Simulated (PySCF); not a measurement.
Ga(AsH2)(F)2 (AsF₂GaH₂), SMILES [F][Ga]([F])[AsH2].

Geometry: r2SCAN-D4/def2-SVP. The structure was generated by enumeration; whether it is a known compound was not checked.

Two levels are set side by side: TDA-PBE/def2-SVPD (PySCF) and TDA-CAM-B3LYP/def2-SVPD (PySCF). Vertical, same geometry. The lowest singlet is HOMO→LUMO+1 50 %, HOMO→LUMO 41 % with PBE and HOMO→LUMO 57 %, HOMO→LUMO+1 36 % with the other functional; states are paired by order. Differences are taken from unrounded values.

```
quantity                               TDA-CAM-B3LYP  TDA-PBE  TDA-PBE minus TDA-CAM-B3LYP
-------------------------------------  -------------  -------  ---------------------------
lowest singlet excitation (eV)                  6.17     5.60                        -0.57
lowest triplet excitation (TDA) (eV)            4.91     4.58                        -0.34
first bright state (f over 0.05) (eV)           6.17     5.60                        -0.57
its oscillator strength                         0.17     0.09                        -0.08
```

Functionals without exact exchange tend to place singlet excitations lower, as here. Differences between two approximate levels are no errors against the true value.

Rough cost on one machine, each run with all the roots and properties that it gave: TDA-CAM-B3LYP against TDA-PBE about 3 times.
